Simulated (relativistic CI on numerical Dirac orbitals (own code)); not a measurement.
**Sc3+ in a cubic cluster: L2,3 absorption with charge transfer**

Computed with a charge-transfer multiplet model of a cubic metal-ligand cluster with up to 2 ligand holes, Slater and spin-orbit integrals from Dirac-Coulomb-Breit ions, Slater integrals scaled by 0.8. The ground state mixes d0 with configurations of k ligand holes L, whose averages lie at kΔ + k(k − 1)U_dd/2; a core hole lowers each added d electron by U_cd. 300 K, Lorentzian 0.4 eV and Gaussian 0.3 eV FWHM.

Atomic integrals in eV (Slater integrals scaled, ζ unscaled), ground: F2dd 4.710, F4dd 2.885, zeta_d 0.005; with the core hole: F2dd 4.710, F4dd 2.885, zeta_d 0.020, zeta_core 3.005, F2cd 4.113, G1cd 2.955, G3cd 1.675. Where a configuration has fewer than two d electrons, the dd integrals are those of d2.

Cluster parameters (eV): Δ = 4.4, U_cd = 5.1, 10Dq = 0.5, 10Dq(ligand) = 1, V(eg) = 1.85, V(t2g) = -0.97, final-state hopping factor = 0.8.

```csv
Case,n_d,d0,d1L,d2L2,S
U_dd = 2.6 eV,0.48,0.57,0.37,0.06,0.00
U_dd = 4 eV,0.46,0.59,0.36,0.05,0.00
U_dd = 4.7 eV,0.45,0.60,0.36,0.04,0.00
```

Weights, n_d and S are thermal averages at 300 K. Photon energies count from the first peak over 30 % of the highest in each spectrum, which can be another peak from case to case. The parameters are a model scan and need not match a compound or its usual spin state. Peaks in eV (height, largest 100):
- U_dd = 2.6 eV: -1.3 (10), 0.0 (73), 1.8 (11), 4.5 (100)
- U_dd = 4 eV: -1.4 (9), 0.0 (80), 2.9 (17), 4.4 (100)
- U_dd = 4.7 eV: -1.3 (9), 0.0 (81), 3.0 (18), 4.4 (100)

Curve for U_dd = 2.6 eV (points under 2 left out, the grid thinned):

(E (eV), Intensity): (-2.7, 2.3), (-2.4, 2.5), (-2.2, 2.9), (-1.9, 3.5), (-1.7, 4.8), (-1.4, 9.6), (-1.2, 9.6), (-0.9, 7.1), (-0.7, 8.8), (-0.4, 21.6), (-0.2, 47.5), (0.1, 69.6), (0.4, 27.7), (0.6, 14.9), (0.9, 9.2), (1.1, 8.0), (1.4, 8.4), (1.6, 9.8), (1.9, 10.6), (2.1, 10.5), (2.4, 9.6), (2.6, 10.0), (2.9, 13.5), (3.2, 19.3), (3.4, 22.5), (3.7, 24.1), (3.9, 28.8), (4.2, 58.9), (4.4, 93.4), (4.7, 76.5), (4.9, 41.4), (5.2, 17.9), (5.4, 12.8), (5.7, 9.7), (6.0, 8.4), (6.2, 7.5), (6.5, 5.5), (6.7, 4.6), (7.0, 3.6), (7.2, 2.9), (7.5, 2.2), (9.6, 2.1), (9.9, 3.8), (10.1, 4.4), (10.4, 2.5)

A d0 ion has no d-d gap: its lowest excitations are ligand-to-metal charge transfer. With the core hole the configuration with one ligand hole lies at Δ + U_dd − U_cd = 1.9, 3.3, 4.0 eV from the one without, in the order of the table; where this is negative the screened configuration lies lower, though the effective hopping of about 3.4 eV (from the holes of the mixed ground state) mixes the two strongly wherever it is as large as the gap.
